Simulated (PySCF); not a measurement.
Dipole response of La⁺ (lanthanum, charge +1)

[Xe] 5d2, high-spin 3F determinant. Calculation: PySCF 2.14, in cc-pwCVTZ-X2C with one added diffuse shell of g type (12s11p9d7f5g1h, 195 functions); scalar relativity by spin-free X2C-1e. Coupled (time-dependent) response in atomic units; α is the mean over directions. The basis has no added diffuse functions, which lowers α and C₆.

```json
{"method": "UHF", "mean α (bohr³)": "50.27", "C₆ (like pair)": "420.3", "S(−4)": "2271"}
```

S(−4) is the Cauchy moment in α(ω) = α(0) + S(−4) ω² + …

Spin-orbit coupling is absent.

α(iu) at UHF:

```
u (hartree)  α(iu) (bohr³)
          0          50.27
     0.0500          45.43
      0.100          36.69
      0.200          24.46
      0.300          18.20
      0.500          12.03
      0.750          8.199
       1.00          5.975
       1.50          3.588
       2.00          2.415
       3.00          1.349
       5.00         0.6316
```

A single London oscillator, α(iu) = α/(1 + u²/ω²), gives C₆ = (3/4) ω α². Matching the computed C₆ needs ω = 4 × 420.3 / (3 × 50.27²) = 0.222 hartree.

For an ion, C₆ is the dispersion term alone; charge-induced terms of lower order in 1/R come first.

Spin-orbit coupling, absent here, splits the open shell strongly.
